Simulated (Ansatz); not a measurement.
H$_{10}$Si$_{5}$, triplet, at the geometry of the source list (a higher spin typed on purpose: for a closed-shell molecule this is an excited state); BLYP/STO-3G (Ansatz, an electronic-structure program).

Input for Ansatz:
Ansatz 0.2 input:
```yaml
crystal:
  periodic: [false, false, false]
  atoms:
    - {symbol: Si, position_ang: [0.79530000, 1.18900000, 1.36900000]}
    - {symbol: Si, position_ang: [1.87710000, -0.56410000, 0.26970000]}
    - {symbol: Si, position_ang: [0.26980000, -1.67980000, -1.00830000]}
    - {symbol: Si, position_ang: [-1.71520000, -0.45220000, -0.87750000]}
    - {symbol: Si, position_ang: [-1.23030000, 1.52810000, 0.25990000]}
    - {symbol: H, position_ang: [0.54880000, 0.83080000, 2.77380000]}
    - {symbol: H, position_ang: [1.61460000, 2.40140000, 1.46530000]}
    - {symbol: H, position_ang: [2.57830000, -1.46380000, 1.19310000]}
    - {symbol: H, position_ang: [2.95470000, -0.05190000, -0.58800000]}
    - {symbol: H, position_ang: [0.08020000, -3.06030000, -0.54650000]}
    - {symbol: H, position_ang: [0.70770000, -1.84710000, -2.39940000]}
    - {symbol: H, position_ang: [-2.75110000, -1.21750000, -0.17000000]}
    - {symbol: H, position_ang: [-2.31110000, -0.21530000, -2.19750000]}
    - {symbol: H, position_ang: [-1.10510000, 2.64170000, -0.69190000]}
    - {symbol: H, position_ang: [-2.31360000, 1.96100000, 1.14830000]}
basis:
  gaussian:
    orbitals: STO-3G
hamiltonian:
  xc: blyp
magnetization: {spin_polarized: true, initial_magnetization: 2}
accuracy: high
```

What the program printed (banner, timings and long lists left out):

```
Functional definition: BLYP
1162 factors; integrals over basis functions are off by at most 2.0e-9 eV
mean field evaluation 1: about -39078.5111 eV, gradient 2.2e1 eV
mean field evaluation 2: about -39070.3597 eV, gradient 3.2e1 eV
mean field evaluation 4: about -39082.3766 eV, gradient 2.3e0 eV
mean field evaluation 8: about -39082.4415 eV, gradient 2.9e-1 eV
mean field evaluation 16: about -39082.2882 eV, gradient 1.4e-2 eV
mean field evaluation 32: about -39082.2882 eV, gradient 2.4e-7 eV
mean field evaluation 64: about -39082.2766 eV, gradient 2.7e-1 eV
mean field evaluation 96: about -39082.2188 eV, gradient 1.6e-1 eV
mean field evaluation 128: about -39082.1106 eV, gradient 2.0e0 eV
mean field evaluation 160: about -39082.2130 eV, gradient 7.7e-2 eV
mean field -39082.28818943 eV, -1436.2476000353 hartree, gradient 3.8e-8 eV, S^2 2.001140; 8 other end points of the search recorded, 0 dependent functions left out
reference -39082.28824954 eV, -1436.2476022442 hartree; 41, 39 occupied and 14, 16 virtual orbitals, 1162 factors
Total energy: -39082.28824954 eV, -1436.2476022442 hartree
```
